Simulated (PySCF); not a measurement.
CrF3, SMILES [F][Cr]([F])[F] (connectivity only; charge and spin as stated), neutral, multiplicity 4. The structure is a stationary point at PBE-D3(BJ)/def2-SVP. The multiplicity is an assumed one; other spin states were not compared.

Calculation: PBE-D3(BJ)/def2-SVP in PySCF.

Harmonic wavenumbers (cm⁻¹): 128, 181, 181, 668, 783, 783. Rotational constants (GHz): 6.008, 6.008, 3.004; symmetry number 6.

Question: Work out the zero-point energy and the ideal-gas rigid-rotor harmonic-oscillator thermochemistry at 298.15 K and 1 atm.

Answer: ZPE = ½ Σ hcν = ½ × 2724 cm⁻¹ = 16.29 kJ/mol. H − E(el) = 31.87 kJ/mol. Entropy in J/(mol K): translation 167.25, rotation 91.78, vibration 35.16, spin 11.53, total 305.72. G − E(el) = -59.28 kJ/mol. Cp = 66.34 J/(mol K). Modes under 150 cm⁻¹ make the vibrational entropy uncertain.
